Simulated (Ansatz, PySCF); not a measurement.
C3H6F2Si, SMILES C(C=C(F)F)[SiH3].

Geometry optimised at PBE0-D3(BJ)/def2-SVP. The structure was generated by enumeration, and PubChem lists no compound with its InChIKey, so it may never have been made. One conformer was computed; it need not be the lowest.

Vertical ionisation energy (IE) and electron affinity (EA) in eV. Rows of orbital energies are one-electron estimates. Where ΔSCF, EOM or ADC give a negative EA the extra electron is unbound and the value depends on the basis.

```tsv
level	IE	EA
−ε(HOMO), −ε(LUMO), r2SCAN/def2-TZVP (PySCF)	6.02	0.28
−ε(HOMO), −ε(LUMO), PBE/def2-TZVP (PySCF)	5.81	0.54
ΔSCF, ωB97X-V/def2-SVPD (Ansatz), final states of multiplicity 2 and 2	9.34	-1.86
ΔSCF, PBE/def2-SVPD (Ansatz), final states of multiplicity 2 and 2	…	…
```

**Question.** Complete the blanks. (An estimate is asked for; the answer gives what the named calculation found.)

**Answer.** 
- ΔSCF, PBE/def2-SVPD (Ansatz, a quantum-chemistry and plane-wave program), final states of multiplicity 2 and 2, IE: 9.01
- ΔSCF, PBE/def2-SVPD (Ansatz), final states of multiplicity 2 and 2, EA: -1.25

**Question.** What vertical singlet–triplet gap does ΔSCF give with ωB97X-V/def2-SVPD (Ansatz) and with PBE/def2-SVPD (Ansatz)? (An estimate is asked for; the answer gives what the named calculation found.)

**Answer.** 4.58 and 4.42 eV (triplet above singlet where positive).
